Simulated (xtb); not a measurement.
C3H5Cl2F, SMILES C(Cl)(Cl)[C@H](F)C. All values are semi-empirical tight-binding results from xtb (GFN2-xTB unless named), good for trends rather than for accurate numbers. Coordinates come from a GFN2-xTB optimisation. The structure was generated by enumeration; whether it is a known compound was not checked. The values are those of a single conformer.

Optimised geometry:

Bonded distances (Å): C1–C2 1.521, C1–H7 1.087, C1–H8 1.087, C1–H9 1.085, C2–F3 1.373, C2–C4 1.530, C2–H10 1.099, C4–Cl5 1.781, C4–Cl6 1.776, C4–H11 1.091. Angles (°): C2–C1–H7 110.0, C2–C1–H8 109.1, C2–C1–H9 110.1, H7–C1–H8 108.8, H7–C1–H9 109.5, H8–C1–H9 109.3, C1–C2–F3 109.3, C1–C2–C4 112.2, C1–C2–H10 111.2, F3–C2–C4 109.6, F3–C2–H10 106.0, C4–C2–H10 108.4, C2–C4–Cl5 110.6, C2–C4–Cl6 111.2, C2–C4–H11 110.3, Cl5–C4–Cl6 109.5, Cl5–C4–H11 107.4, Cl6–C4–H11 107.7.

Problem. Estimate the properties. (Estimate from the structure and the level; the computed values follow.)

Solution. 
```json
{
 "orbital_gap": "6.08 eV",
 "dipole_moment": "3.40 D",
 "zero_point_energy": "47.1 kcal/mol",
 "G − E(el) at 298.15 K (modified RRHO)": "26.8 kcal/mol",
 "static polarisability (D4 model)": "65.5 bohr³",
 "solvation energy, GFN2-xTB/ALPB(water)": "-4.5 kcal/mol",
 "solvation energy, GFN2-xTB/ALPB(dmf)": "-6.7 kcal/mol"
}
```

Computed atomic charges and the Wiberg bond orders between heavy atoms:
charges (e) C1 -0.13, C2 0.14, F3 -0.23, C4 0.13, Cl5 -0.14, Cl6 -0.13, H7 0.08, H8 0.08, H9 0.06, H10 0.07, H11 0.09. Bond orders C1–C2 1.00, C2–F3 0.94, C2–C4 0.98, C4–Cl5 0.97, C4–Cl6 0.97.
